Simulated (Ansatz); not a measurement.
A nudged elastic band was laid between two geometries of ClHInO (4 atoms, charge 0, multiplicity 2).

These are results of UKS PBE0/def2-SVP in Ansatz 0.2.0, not measurements.

```
movable images  : 5
climbing image  : yes
spring          : 5.0 eV/Å²
optimiser       : quadratic models (default)
start path      : through a guess of the saddle point
force threshold : 0.05 eV/Å
iteration limit : 60
end points      : relaxed
```

First end point:

```xyz
4
Properties=species:S:1:pos:R:3
O -1.848 -0.638 0.222
In -0.025 0.153 -0.133
Cl 1.614 -1.080 1.000
H 0.315 1.505 -1.110
```

Last end point:

```xyz
4
Properties=species:S:1:pos:R:3
O -1.093 0.312 -0.395
In 0.895 0.181 -0.038
Cl 1.568 -1.604 1.390
H -1.314 1.050 -0.977
```

Task: What changes between the two ends?

Result: Bonds broken: In2–H4. Bonds formed: O1–H4.

Task: What energy profile does the band end with?

Result: The forces met the threshold. The highest image is number 3 of 0 to 6, 0.98 eV above the first end and 3.16 eV above the last; the last end lies 2.18 eV below the first. Neighbouring images differ by up to 2.0 eV, so the band resolves the path poorly. A vibrational analysis at the climbing image gives one clearly imaginary mode, 1151i cm⁻¹: a first-order saddle point.

```json
{"image": "0", "path coordinate (Å)": "0.00", "energy (eV)": "0.00", "In2–H4 (Å)": "1.70", "O1–H4 (Å)": "3.32"}
{"image": "1", "path coordinate (Å)": "0.47", "energy (eV)": "0.14", "In2–H4 (Å)": "1.70", "O1–H4 (Å)": "2.87"}
{"image": "2", "path coordinate (Å)": "0.94", "energy (eV)": "0.55", "In2–H4 (Å)": "1.72", "O1–H4 (Å)": "2.33"}
{"image": "3", "path coordinate (Å)": "1.41", "energy (eV)": "0.98", "In2–H4 (Å)": "1.78", "O1–H4 (Å)": "1.74"}
{"image": "4", "path coordinate (Å)": "1.91", "energy (eV)": "-0.99", "In2–H4 (Å)": "1.94", "O1–H4 (Å)": "1.10"}
{"image": "5", "path coordinate (Å)": "2.42", "energy (eV)": "-2.02", "In2–H4 (Å)": "2.34", "O1–H4 (Å)": "0.97"}
{"image": "6", "path coordinate (Å)": "2.93", "energy (eV)": "-2.18", "In2–H4 (Å)": "2.55", "O1–H4 (Å)": "0.97"}
```

Task: What is the geometry of the highest image?

Result: 
```xyz
4
Properties=species:S:1:pos:R:3
O -1.662 -0.008 -0.280
In 0.301 -0.028 0.052
Cl 1.983 -1.191 1.152
H -0.566 1.167 -0.945
```

Run time: 78 s on 1 thread of AMD EPYC 9R45 96-Core Processor (Zen 5), with other jobs on the host, peak memory 0.23 GiB.
